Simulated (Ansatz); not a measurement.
Cost and result up the ladder for `N#Cc1ccc(C23CC(C#N)(C2)C3)cc1` (25 atoms). Charge 0, multiplicity 1. Geometry: r2SCAN-D4/def2-SVP.

Ansatz on 4 threads of Arm Neoverse V1 on a shared host. Times are rough, and most runs start from the orbitals of an earlier one. PBE0-D4/def2-TZVP serves as the yardstick here, not as an exact answer. Differences are given only for rows in sets of like size (and for xTB, whose basis is part of the method), since another set adds its own error. Binding counts from free atoms at the same level (N quartet, C triplet, H doublet; other spins of the atoms weren't run), without zero-point energy or a counterpoise term.

B3LYP takes the VWN-RPA correlation. Correlated methods freeze 15 core orbitals. The rows differ in basis, and correlated rows in double-zeta sets carry the largest basis error.

Run but left out: HF/STO-3G, HF/6-31G (restricted singlet, unstable in another Hartree–Fock run and untested here).

Correlated methods converge slowly with the basis, most of all in double-zeta sets.

```json
{"level": "B3LYP-D4/6-31G", "functions": "155", "wall time": "4.6 s", "binding energy per atom (eV)": "4.94", "difference from PBE0-D4/def2-TZVP (eV)": "–", "remarks": "–"}
{"level": "PBE-D4/def2-SVP", "functions": "260", "wall time": "6 s", "binding energy per atom (eV)": "5.38", "difference from PBE0-D4/def2-TZVP (eV)": "–", "remarks": "–"}
{"level": "PBE0-D4/def2-SVP", "functions": "260", "wall time": "11 s", "binding energy per atom (eV)": "5.25", "difference from PBE0-D4/def2-TZVP (eV)": "–", "remarks": "–"}
{"level": "MP2/def2-SVP", "functions": "260", "wall time": "14 s", "binding energy per atom (eV)": "5.04", "difference from PBE0-D4/def2-TZVP (eV)": "–", "remarks": "restricted SCF unstable"}
{"level": "PBE-D4/def2-TZVP (with forces)", "functions": "525", "wall time": "17 s", "binding energy per atom (eV)": "5.31", "difference from PBE0-D4/def2-TZVP (eV)": "0.13", "remarks": "–"}
{"level": "r2SCAN-D4/def2-TZVP", "functions": "525", "wall time": "26 s", "binding energy per atom (eV)": "5.10", "difference from PBE0-D4/def2-TZVP (eV)": "-0.07", "remarks": "–"}
{"level": "PBE0-D4/def2-TZVP (with forces)", "functions": "525", "wall time": "50 s", "binding energy per atom (eV)": "5.18", "difference from PBE0-D4/def2-TZVP (eV)": "0.00", "remarks": "–"}
```
